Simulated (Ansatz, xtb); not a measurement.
# FGaH3IN2: which of two conformers lies lower

We compare X, `N[NH][Ga]([F])[I]`, a singlet, with Y, `N[NH][Ga]([F])[I]`, a singlet. Both are isolated molecules in the gas phase, relaxed with r2SCAN-D4/def2-SVP.

X (Å):

```yaml
atoms:
  - { symbol: F, position_ang: [-0.3733, 0.0327, 2.5164] }
  - { symbol: Ga, position_ang: [0.7941, -0.6303, 1.4028] }
  - { symbol: I, position_ang: [0.6514, -3.0390, 0.8655] }
  - { symbol: N, position_ang: [2.0682, 0.4136, 0.6661] }
  - { symbol: N, position_ang: [2.1380, 1.7773, 0.9794] }
  - { symbol: H, position_ang: [2.7574, 0.0371, 0.0133] }
  - { symbol: H, position_ang: [2.0277, 2.3484, 0.1399] }
  - { symbol: H, position_ang: [3.0381, 2.0063, 1.4040] }
```

Y (Å):

```xyz
8

F     0.9990   -2.7901    0.1039
Ga   -0.3063   -1.6394   -0.1113
I    -2.3035   -1.7850    1.3260
N    -0.0019   -0.4343   -1.4266
N     1.1477   -0.3691   -2.2366
H    -0.6757    0.2898   -1.6580
H     1.9809   -0.2354   -1.6622
H     1.2721   -1.2430   -2.7493
```

Estimate which is lower in electronic energy at CCSD(T)/def2-SVP + ΔMP2/def2-TZVPP, and by roughly how much.

Too close to call at this level: CCSD(T)/def2-SVP + ΔMP2/def2-TZVPP gives E(Y) − E(X) = −0.74 kcal/mol.

The same difference at several levels:

| level | geometry | E(Y) − E(X) (kcal/mol) | departure from the last row (kcal/mol) | job, with rough time for the two |
| --- | --- | --- | --- | --- |
| r2SCAN-D4/def2-SVP | r2SCAN-D4/def2-SVP | −1.11 | −0.37 | optimisation, 1.8 min |
| HF/def2-SVP | r2SCAN-D4/def2-SVP | +0.53 | +1.28 | part of the CCSD(T) run |
| MP2/def2-SVP | r2SCAN-D4/def2-SVP | −0.12 | +0.63 | part of the CCSD(T) run |
| CCSD(T)/def2-SVP | r2SCAN-D4/def2-SVP | −0.22 | +0.52 | single point |
| CCSD(T)/def2-SVP + ΔMP2/def2-TZVPP | r2SCAN-D4/def2-SVP | −0.74 |  | single point, 75 s |

The largest departure from CCSD(T)/def2-SVP + ΔMP2/def2-TZVPP is that of HF/def2-SVP, 1.28 kcal/mol. Levels run at GFN2-xTB geometries aren't shown. The last row adds to CCSD(T) the change of the MP2 difference between the two basis sets, here −0.52 kcal/mol.

With harmonic frequencies from r2SCAN-D4/def2-SVP (ideal gas, rigid rotor, one conformer each, 298.15 K, 1 atm): the zero-point term adds +0.09 kcal/mol; ΔH is −0.60 and ΔG −0.78 kcal/mol.

The correlated steps freeze 16 core orbitals; the filled d shell of Ga and I is correlated, in a basis made for valence electrons. Atoms past krypton carry core potentials in the def2 sets and no spin–orbit term is included. Programs: Ansatz 0.2.0; the last row on 2 threads of Arm Neoverse V1 on a shared host.
